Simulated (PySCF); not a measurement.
# Bond curve of KSr

Set-up: PySCF, scalar-relativistic core potentials, basis sets K def2-SVP, Sr def2-SVP with ECP28. Energies in eV from K + Sr in their ground configurations at the same level. State: ²Σ⁺ (doublet), unpaired electrons σ ↑.

All columns are PBE0. A positive dipole means K(−)Sr(+).

| R (Å) | E (eV) | μ (D) | Mulliken charge on K (basis-dependent) | HOMO (eV) | LUMO (eV) | Mayer bond order | ⟨S²⟩ |
| --- | --- | --- | --- | --- | --- | --- | --- |
| 3.883 | -0.098 | -1.41 | 0.05 | -2.79 | -1.46 | 0.62 | 0.76 |
| 4.064 | -0.157 | -1.50 | 0.04 | -2.81 | -1.48 | 0.59 | 0.76 |
| 4.244 | -0.188 | -1.55 | 0.04 | -2.83 | -1.50 | 0.55 | 0.76 |
| 4.380 | -0.199 | -1.57 | 0.04 | -2.85 | -1.51 | 0.52 | 0.76 |
| 4.515 | -0.201 | -1.57 | 0.05 | -2.86 | -1.52 | 0.48 | 0.76 |
| 4.651 | -0.198 | -1.55 | 0.05 | -2.88 | -1.52 | 0.45 | 0.76 |
| 4.831 | -0.187 | -1.52 | 0.06 | -2.90 | -1.53 | 0.40 | 0.76 |
| 5.057 | -0.168 | -1.45 | 0.06 | -2.92 | -1.53 | 0.35 | 0.76 |
| 5.328 | -0.141 | -1.35 | 0.06 | -2.95 | -1.52 | 0.28 | 0.76 |
| 5.689 | -0.107 | -1.17 | 0.05 | -2.97 | -1.50 | 0.21 | 0.75 |

A fit through these points gives, at Re = 4.498 Å, μ = -1.57 D and dμ/dR = 0.0421 D/Å; the reduced mass is 27.0 u.

Problem. How strong is the fundamental in the double-harmonic approximation, I = 42.26·(dμ/dR)²/μred km/mol?

Solution. I = 42.26·(0.0421)²/27.0 = 0.00277 km/mol at PBE0.

The bond is weak. Basis-set superposition, not corrected here, can be much of De in a small basis, most of all at correlated wavefunction levels. Functionals without a dispersion term scatter widely for such bonds, and LDA overbinds them. Spin–orbit coupling is left out. The state is the lowest determinant that a PBE0 search found; another state may lie lower at other levels.
